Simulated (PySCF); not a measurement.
**Two-component Hartree-Fock for Hf²⁹⁺ (hafnium, charge +29)**

Start: [Kr] 4d7; 4d3/2 filled at m_j = -3/2, -1/2, +1/2, +3/2; 4d5/2 filled at m_j = +1/2, +3/2, +5/2. Calculated with PySCF 2.14 in an even-tempered Gaussian basis (17 s from 2.6 bohr⁻², ratio 2.8; 14 p from 3.4 bohr⁻², ratio 2.8; 9 d from 3.4 bohr⁻², ratio 2.8; 3 f from 15 bohr⁻², ratio 3): generalised Hartree-Fock with the X2C-1e Hamiltonian and a Gaussian nucleus; one run each with spin-orbit coupling (SO) switched off, then screened by Boettger's factors.

```json
{"spinor shell": "1s1/2", "electrons": "2", "ε, spin-free (eV)": "-66739.4", "ε, screened SO (eV)": "-66720.5", "weight of nominal j (screened SO)": "1.000", "rms radius, screened SO (bohr)": "0.0215"}
{"spinor shell": "2s1/2", "electrons": "2", "ε, spin-free (eV)": "-12427.1", "ε, screened SO (eV)": "-12420.7", "weight of nominal j (screened SO)": "1.000", "rms radius, screened SO (bohr)": "0.0870"}
{"spinor shell": "2p1/2", "electrons": "2", "ε, spin-free (eV)": "-11040.9", "ε, screened SO (eV)": "-11890.3", "weight of nominal j (screened SO)": "1.000", "rms radius, screened SO (bohr)": "0.0740"}
{"spinor shell": "2p3/2", "electrons": "4", "ε, spin-free (eV)": "-11040.9", "ε, screened SO (eV)": "-10691.4", "weight of nominal j (screened SO)": "1.000", "rms radius, screened SO (bohr)": "0.0813"}
{"spinor shell": "3s1/2", "electrons": "2", "ε, spin-free (eV)": "-3694.3", "ε, screened SO (eV)": "-3692.0", "weight of nominal j (screened SO)": "1.000", "rms radius, screened SO (bohr)": "0.222"}
{"spinor shell": "3p1/2", "electrons": "2", "ε, spin-free (eV)": "-3273.1", "ε, screened SO (eV)": "-3459.3", "weight of nominal j (screened SO)": "1.000", "rms radius, screened SO (bohr)": "0.213"}
{"spinor shell": "3p3/2", "electrons": "4", "ε, spin-free (eV)": "-3273.1", "ε, screened SO (eV)": "-3194.6", "weight of nominal j (screened SO)": "1.000", "rms radius, screened SO (bohr)": "0.227"}
{"spinor shell": "3d3/2", "electrons": "4", "ε, spin-free (eV)": "-2772.4", "ε, screened SO (eV)": "-2807.1", "weight of nominal j (screened SO)": "1.000", "rms radius, screened SO (bohr)": "0.200"}
{"spinor shell": "3d5/2", "electrons": "6", "ε, spin-free (eV)": "-2772.4", "ε, screened SO (eV)": "-2746.9", "weight of nominal j (screened SO)": "1.000", "rms radius, screened SO (bohr)": "0.204"}
{"spinor shell": "4s1/2", "electrons": "2", "ε, spin-free (eV)": "-1502.8", "ε, screened SO (eV)": "-1502.0", "weight of nominal j (screened SO)": "1.000", "rms radius, screened SO (bohr)": "0.464"}
{"spinor shell": "4p1/2", "electrons": "2", "ε, spin-free (eV)": "-1345.4", "ε, screened SO (eV)": "-1403.3", "weight of nominal j (screened SO)": "0.998", "rms radius, screened SO (bohr)": "0.468"}
{"spinor shell": "4p3/2", "electrons": "4", "ε, spin-free (eV)": "-1345.4", "ε, screened SO (eV)": "-1320.2", "weight of nominal j (screened SO)": "0.999", "rms radius, screened SO (bohr)": "0.495"}
{"spinor shell": "4d3/2", "electrons": "4", "ε, spin-free (eV)": "-1154.3", "ε, screened SO (eV)": "-1162.0", "weight of nominal j (screened SO)": "0.970", "rms radius, screened SO (bohr)": "0.490"}
{"spinor shell": "4d5/2", "electrons": "3", "ε, spin-free (eV)": "-1154.3", "ε, screened SO (eV)": "-1147.4", "weight of nominal j (screened SO)": "0.972", "rms radius, screened SO (bohr)": "0.497"}
```

```json
{"quantity": "E (hartree)", "spin-free": "-14651.16265", "screened SO": "-14667.62101"}
{"quantity": "M_J", "spin-free": "9/2", "screened SO": "9/2"}
{"quantity": "⟨J²⟩", "spin-free": "24.752", "screened SO": "24.753"}
{"quantity": "⟨L²⟩", "spin-free": "12.001", "screened SO": "15.213"}
{"quantity": "⟨S²⟩", "spin-free": "3.750", "screened SO": "2.779"}
```

Each row is a mean over spinors that exchange with the open shell spreads, by up to 22.084 eV (4p3/2).

Breit and QED terms are absent; they matter most for the inner s and p1/2 levels.

Densities and radii are taken from the X2C orbitals without a picture-change correction, which distorts them close to the nucleus.

Without spin-orbit coupling the j labels of p, d and f shells carry no meaning; the spin-free column gives the mean over the occupied spinors of each nl shell.
